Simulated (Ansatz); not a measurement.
Abridged output of a molecular run in Ansatz:

```
Functional definition: HF
1779 factors; integrals over basis functions are off by at most 1.3e-3 eV
mean field evaluation 1: about -73825.7019 eV, gradient 4.9e1 eV
mean field evaluation 2: about -73825.8355 eV, gradient 4.9e1 eV
mean field evaluation 4: about -73831.4021 eV, gradient 5.5e0 eV
mean field evaluation 8: about -73831.4858 eV, gradient 3.4e-1 eV
mean field -73831.48606940 eV, -2713.2570682718 hartree, gradient 1.1e-6 eV, S^2 0.000000; 0 other end points of the search recorded, 0 dependent functions left out
20 core orbitals not correlated: weight in the atoms' cores, before any rotation towards them, 1.000 or more for the frozen orbitals, at most 0.000 for the correlated occupied ones
reference -73831.48606940 eV, -2713.2570682718 hartree; 29, 29 occupied and 130, 130 virtual orbitals, 1779 factors
second order -35.06070176 eV of doubles, -0.00000000 eV of singles
cycle   1  -35.44626792 eV  change   -3.9e-1 eV  update   1.4e-1
cycle   2  -36.34602993 eV  change   -9.0e-1 eV  update   4.2e-2
cycle   3  -36.57004220 eV  change   -2.2e-1 eV  update   2.3e-2
cycle   4  -36.56285018 eV  change    7.2e-3 eV  update   5.6e-3
cycle   5  -36.55990227 eV  change    2.9e-3 eV  update   2.8e-3
cycle   6  -36.56032485 eV  change   -4.2e-4 eV  update   9.0e-4
cycle   7  -36.55991903 eV  change    4.1e-4 eV  update   3.5e-4
cycle   8  -36.55986941 eV  change    5.0e-5 eV  update   1.0e-4
cycle   9  -36.55990393 eV  change   -3.5e-5 eV  update   3.6e-5
perturbative correction -1.02153820 eV, -0.0375408363 hartree
Total energy: -73869.06751153 eV, -2714.6381607964 hartree
```

Its atoms:

Z-matrix (Å, degrees):
```
C
C 1 1.521
H 1 1.092 2 110.9
H 1 1.094 2 110.8 3 -119.5
H 1 1.092 2 110.2 3 119.9
C 2 1.521 1 110.8 3 62.7
C 2 1.520 1 110.7 3 -60.6
O 2 1.434 1 109.6 3 -176.2
H 6 1.092 2 110.9 1 -62.6
H 6 1.092 2 110.2 1 177.5
H 6 1.094 2 110.8 1 56.8
H 7 1.091 2 110.2 1 -58.6
H 7 1.092 2 110.7 1 61.7
H 7 1.091 2 110.2 1 -178.1
Ga 8 1.756 2 124.0 1 -61.0
F 15 1.747 8 122.1 2 -0.1
Cl 15 2.107 8 120.9 2 179.9
```

(1) Which basis set was used?
A. def2-QZVPP
B. cc-pV(T+d)Z
C. def2-SVP
D. def2-TZVPP

(2) Write the keys of the input that set method, charge and spin (a neutral closed shell needs none for the last two).

## Answers

(1) C. It gives 179 functions.

(2) 
```yaml
correlation: {method: ccsd_t}
```
